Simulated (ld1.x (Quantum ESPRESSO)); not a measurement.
# Building the PAW potential for cobalt (Co) (revPBE, scalar-relativistic).

ld1.x (Quantum ESPRESSO) 7.5 was run on this input:

```
&input
   title='Co', zed=27., rel=1, dft='REVPBE', iswitch=3,
   config='[Ar] 3d7 4s1.75 4p0',
   nld=3, rlderiv=2.65, eminld=-3.0, emaxld=5.0, deld=0.02
 /
 &inputp
   pseudotype=3, lpaw=.true., tm=.true., lloc=-1, rcloc=2.00,
   nlcc=.true., new_core_ps=.true.,
   which_augfun='GAUSS', rmatch_augfun=0.85,
   file_pseudopw='Co.UPF', file_wfcaegen='ae.wfc', file_wfcncgen='nc.wfc', file_beta='beta', file_chi='chi', file_wfcusgen='us.wfc'
 /
6
4S  1  0   1.75   0.00  1.95  2.45  0.0
4S  1  0   0.00  -0.20  1.95  2.45  0.0
4P  2  1   0.00   0.00  1.60  2.25  0.0
4P  2  1   0.00   0.20  1.60  2.25  0.0
3D  3  2   7.00   0.00  1.15  1.50  0.0
3D  3  2   0.00  -0.45  1.15  1.50  0.0
 &test
   configts(1)='3d7 4s1.75 4p0'
 /
```

Command:

```bash
ld1.x < Co.in > Co.out
```

Resulting log (shortened: banner, matrices, multipoles, cross overlaps and the repeated all-electron block are left out):

```
Program LD1 v.7.5
     --------------------------- All-electron run ----------------------------

     Co
     scalar relativistic calculation

     atomic number is 27.00
     dft =REVPBE   lsd =0 sic =0 latt =0  beta=0.20 tr2=1.0E-14
     Exchange-correlation= REVPBE
                           (   1   4   4   4   0   0   0)
     mesh =1193 r(mesh) =  99.89935 a.u. xmin = -7.00 dx = 0.01250
     1 Ry =  13.60569312 eV, c = 137.03599908

     n l     nl                  e(Ry)          e(Ha)          e(eV)
     1 0     1S 1( 2.00)      -558.2811      -279.1406     -7595.8018
     2 0     2S 1( 2.00)       -66.2316       -33.1158      -901.1268
     2 1     2P 1( 6.00)       -56.7319       -28.3659      -771.8764
     3 0     3S 1( 2.00)        -7.6805        -3.8402      -104.4980
     3 1     3P 1( 6.00)        -4.9743        -2.4871       -67.6787
     3 2     3D 1( 7.00)        -0.7483        -0.3742       -10.1814
     4 0     4S 1( 1.75)        -0.5229        -0.2614        -7.1138
     4 1     4P 1( 0.00)        -0.1946        -0.0973        -2.6482

     final scf error:  9.6E-15 reached in  25 iterations

     Etot =   -2786.465824 Ry,   -1393.232912 Ha,  -37911.798894 eV

     Ekin =    2822.459428 Ry,    1411.229714 Ha,   38401.516825 eV
     Encl =   -6670.877265 Ry,   -3335.438632 Ha,  -90761.908923 eV
     Eh   =    1180.781975 Ry,     590.390988 Ha,   16065.357202 eV
     Exc  =    -118.829962 Ry,     -59.414981 Ha,   -1616.763999 eV

     normalization and overlap integrals

     s(1S/1S) =  1.000000  <r> =   0.0562  <r2> =    0.0042  r(max) =   0.0366
     s(2S/2S) =  1.000000  <r> =   0.2554  <r2> =    0.0770  r(max) =   0.2131
     s(2P/2P) =  1.000000  <r> =   0.2249  <r2> =    0.0621  r(max) =   0.1723
     s(3S/3S) =  1.000000  <r> =   0.7736  <r2> =    0.6911  r(max) =   0.6648
     s(3P/3P) =  1.000000  <r> =   0.8161  <r2> =    0.7863  r(max) =   0.6816
     s(3D/3D) =  1.000000  <r> =   1.0650  <r2> =    1.5301  r(max) =   0.6731
     s(4S/4S) =  1.000000  <r> =   2.8215  <r2> =    9.2582  r(max) =   2.2914
     s(4P/4P) =  1.000000  <r> =   4.0681  <r2> =   19.7593  r(max) =   3.0931

     ------------------------ End of All-electron run ------------------------

     --------------------- Generating PAW atomic setup --------------------

      Generating local potential from pseudized AE potential:
      Matching radius rcloc =   2.0000

      Local pseudo, rcloc= 2.022 Estimated cut-off energy=     5.88 Ry

      Computing core charge for nlcc:

       r > 0.44 : true rho core
      Core charge pseudized with two Bessel functions
      Integrated core pseudo-charge :  11.61
      Wfc-us  4S rcutus= 2.470  Estimated cut-off energy=     7.44 Ry
      Wfc-us  4S rcutus= 2.470  Estimated cut-off energy=     8.03 Ry
      Wfc-us  4P rcutus= 2.235  Estimated cut-off energy=    14.23 Ry
      Wfc-us  4P rcutus= 2.235  Estimated cut-off energy=    14.71 Ry
      Wfc-us  3D rcutus= 1.498  Estimated cut-off energy=    51.83 Ry
      Wfc-us  3D rcutus= 1.498  Estimated cut-off energy=    54.46 Ry

     Required augmentation: GAUSS   radius:    0.850000
     Message from routine us2paw:
     GAUSS augmentation functions are ususally harder than BESSEL; use BESSEL instead unless you have discontinuity in local potential

     Estimated PAW energy = -161.628247 Ryd

     ------------------- End of pseudopotential generation -------------------

     Computing logarithmic derivative in   2.64569
     Computing logarithmic derivative in   2.64569
     Computing the partial wave expansion
     R is outside the sphere for l=    0 j= 0.00
     R is outside the sphere for l=    0 j= 0.00
     R is outside the sphere for l=    1 j= 0.00
     R is outside the sphere for l=    1 j= 0.00
     R is outside the sphere for l=    2 j= 0.00
     R is outside the sphere for l=    2 j= 0.00

     ---------------------- Testing the pseudopotential ----------------------

     Co
     scalar relativistic calculation

     atomic number is 27.00   valence charge is  9.00
     dft = SLA  PW   REVX PBC   lsd =0 sic =0 latt =0  beta=0.20 tr2=1.0E-14
     mesh =1193 r(mesh) =  99.89935 xmin = -7.00 dx = 0.01250

     n l     nl             e AE (Ry)        e PS (Ry)    De AE-PS (Ry)
     3 2     3D   1( 7.00)       -0.74832       -0.74832        0.00000
     1 0     4S   1( 1.75)       -0.52285       -0.52285        0.00000
     2 1     4P   1( 0.00)       -0.19464       -0.19464        0.00000

     eps = 5.4E-15  iter =  4

     Etot =   -2786.465824 Ry,   -1393.232912 Ha,  -37911.798894 eV
     Etotps =  -161.628253 Ry,     -80.814127 Ha,   -2199.064416 eV

     Ekin =     116.709717 Ry,      58.354858 Ha,    1587.916593 eV
     Encl =    -213.932068 Ry,    -106.966034 Ha,   -2910.694073 eV
     Ehrt =      54.424056 Ry,      27.212028 Ha,     740.476999 eV
     Ecxc =    -118.829957 Ry,     -59.414979 Ha,   -1616.763934 eV
     (Ecc =     -29.124764 Ry,     -14.562382 Ha,    -396.262598 eV)

     ---------------------- End of pseudopotential test ----------------------
```

Generation and configuration tests took about 2 s on one core of a shared server CPU.

Transferability test of the new file with ld1.x, input:

```
&input
   title='Co', zed=27., rel=1, dft='REVPBE', iswitch=2,
   config='[Ar] 3d7 4s1.75 4p0'
 /
 &test
   file_pseudo='Co.UPF', nconf=8,
   configts(1)='3d7 4s1.75 4p0',
   configts(2)='3d7 4s2 4p0',
   configts(3)='3d7 4s1 4p0',
   configts(4)='3d7 4s0 4p0',
   configts(5)='3d7 4s0 4p1',
   configts(6)='3d7 4s0 4p2',
   configts(7)='3d7 4s1.5 4p0',
   configts(8)='3d8 4s0 4p0'
 /
```

```bash
ld1.x < Co.test.in > Co.test.out
```

Pseudopotential blocks of its output, shortened (energy terms left out):

```
     ---------------------- Testing the pseudopotential ----------------------

     n l     nl             e AE (Ry)        e PS (Ry)    De AE-PS (Ry)
     3 2     3D   1( 7.00)       -0.74832       -0.74832        0.00000
     1 0     4S   1( 1.75)       -0.52285       -0.52285        0.00000
     2 1     4P   1( 0.00)       -0.19464       -0.19464        0.00000

     eps = 5.5E-15  iter =  4

     Etot =   -2786.465824 Ry,   -1393.232912 Ha,  -37911.798894 eV
     Etotps =  -161.628253 Ry,     -80.814127 Ha,   -2199.064416 eV

     ---------------------- End of pseudopotential test ----------------------

          ---------------------- Testing the pseudopotential ----------------------

     n l     nl             e AE (Ry)        e PS (Ry)    De AE-PS (Ry)
     3 2     3D   1( 7.00)       -0.59870       -0.59873        0.00003
     1 0     4S   1( 2.00)       -0.39707       -0.39711        0.00004
     2 1     4P   1( 0.00)       -0.09181       -0.09178       -0.00003

     eps = 4.2E-15  iter =  9

     Etot =   -2786.580688 Ry,   -1393.290344 Ha,  -37913.361707 eV
     Etotps =  -161.743136 Ry,     -80.871568 Ha,   -2200.627480 eV
     dEtot_ae =      -0.114865 Ry
     dEtot_ps =      -0.114883 Ry,   Delta E=       0.000018 Ry

     ---------------------- End of pseudopotential test ----------------------

          ---------------------- Testing the pseudopotential ----------------------

     n l     nl             e AE (Ry)        e PS (Ry)    De AE-PS (Ry)
     3 2     3D   1( 7.00)       -1.23997       -1.23968       -0.00029
     1 0     4S   1( 1.00)       -0.92811       -0.92798       -0.00013
     2 1     4P   1( 0.00)       -0.54221       -0.54231        0.00009

     eps = 9.6E-15  iter = 11

     Etot =   -2785.924136 Ry,   -1392.962068 Ha,  -37904.428860 eV
     Etotps =  -161.086565 Ry,     -80.543282 Ha,   -2191.694367 eV
     dEtot_ae =       0.541688 Ry
     dEtot_ps =       0.541689 Ry,   Delta E=      -0.000001 Ry

     ---------------------- End of pseudopotential test ----------------------

          ---------------------- Testing the pseudopotential ----------------------

     n l     nl             e AE (Ry)        e PS (Ry)    De AE-PS (Ry)
     3 2     3D   1( 7.00)       -1.98036       -1.97979       -0.00057
     1 0     4S   1( 0.00)       -1.52786       -1.52808        0.00022
     2 1     4P   1( 0.00)       -1.07504       -1.07519        0.00015

     eps = 1.9E-17  iter =  9

     Etot =   -2784.702616 Ry,   -1392.351308 Ha,  -37887.809230 eV
     Etotps =  -159.864955 Ry,     -79.932478 Ha,   -2175.073520 eV
     dEtot_ae =       1.763208 Ry
     dEtot_ps =       1.763298 Ry,   Delta E=      -0.000091 Ry

     ---------------------- End of pseudopotential test ----------------------

          ---------------------- Testing the pseudopotential ----------------------

     n l     nl             e AE (Ry)        e PS (Ry)    De AE-PS (Ry)
     3 2     3D   1( 7.00)       -1.35091       -1.35059       -0.00032
     1 0     4S   1( 0.00)       -0.99553       -0.99568        0.00014
     2 1     4P   1( 1.00)       -0.59830       -0.59835        0.00005

     eps = 1.1E-15  iter = 10

     Etot =   -2785.532156 Ry,   -1392.766078 Ha,  -37899.095702 eV
     Etotps =  -160.694684 Ry,     -80.347342 Ha,   -2186.362557 eV
     dEtot_ae =       0.933667 Ry
     dEtot_ps =       0.933569 Ry,   Delta E=       0.000098 Ry

     ---------------------- End of pseudopotential test ----------------------

          ---------------------- Testing the pseudopotential ----------------------

     n l     nl             e AE (Ry)        e PS (Ry)    De AE-PS (Ry)
     3 2     3D   1( 7.00)       -0.84588       -0.84610        0.00022
     1 0     4S   1( 0.00)       -0.54729       -0.54734        0.00005
     2 1     4P   1( 2.00)       -0.20252       -0.20252       -0.00000

     eps = 7.6E-15  iter = 11

     Etot =   -2785.925549 Ry,   -1392.962774 Ha,  -37904.448081 eV
     Etotps =  -161.088126 Ry,     -80.544063 Ha,   -2191.715609 eV
     dEtot_ae =       0.540275 Ry
     dEtot_ps =       0.540127 Ry,   Delta E=       0.000147 Ry

     ---------------------- End of pseudopotential test ----------------------

          ---------------------- Testing the pseudopotential ----------------------

     n l     nl             e AE (Ry)        e PS (Ry)    De AE-PS (Ry)
     3 2     3D   1( 7.00)       -0.90549       -0.90544       -0.00006
     1 0     4S   1( 1.50)       -0.65366       -0.65361       -0.00005
     2 1     4P   1( 0.00)       -0.30483       -0.30487        0.00003

     eps = 3.2E-15  iter = 11

     Etot =   -2786.318872 Ry,   -1393.159436 Ha,  -37909.799513 eV
     Etotps =  -161.481293 Ry,     -80.740647 Ha,   -2197.064923 eV
     dEtot_ae =       0.146952 Ry
     dEtot_ps =       0.146960 Ry,   Delta E=      -0.000008 Ry

     ---------------------- End of pseudopotential test ----------------------

          ---------------------- Testing the pseudopotential ----------------------

     n l     nl             e AE (Ry)        e PS (Ry)    De AE-PS (Ry)
     3 2     3D   1( 8.00)       -0.89087       -0.88218       -0.00869  !
     1 0     4S   1( 0.00)       -0.80933       -0.81284        0.00351
     2 1     4P   1( 0.00)       -0.46481       -0.46698        0.00217

     eps = 2.1E-15  iter = 12

     Etot =   -2786.115458 Ry,   -1393.057729 Ha,  -37907.031927 eV
     Etotps =  -161.270673 Ry,     -80.635337 Ha,   -2194.199292 eV
     dEtot_ae =       0.350366 Ry
     dEtot_ps =       0.357580 Ry,   Delta E=      -0.007214 Ry

     ---------------------- End of pseudopotential test ----------------------
```
